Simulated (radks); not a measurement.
Question: P4+, configuration [Ne] 3s1. All-electron calculation, non-relativistic Kohn-Sham, r2SCAN, spin-polarised, spherical densities, point nucleus; open shells are filled with parallel spins first; meta-GGA in the generalised Kohn-Sham scheme. Program: a radial shooting solver on a logarithmic mesh with Libxc functionals. Some entries of the table are withheld. Estimate them.

orbital,occ.,eigenvalue (eV),r(max) (bohr),<r> (bohr)
1s up,1,-2148.521,0.06805,0.1040
1s down,1,-2148.271,0.06805,0.1040
2s up,1,-233.5387,0.4189,0.5171
2s down,1,-233.2941,0.4192,0.5174
2p up,3,-183.1777,(1),0.4812
2p down,3,-182.8283,(2),0.4805
3s up,1,-59.6888,1.436,1.605
3p up,0,-48.3516,1.534,1.720

Answer: 
(1) 2p up r(max) (bohr): 0.3540
(2) 2p down r(max) (bohr): 0.3541
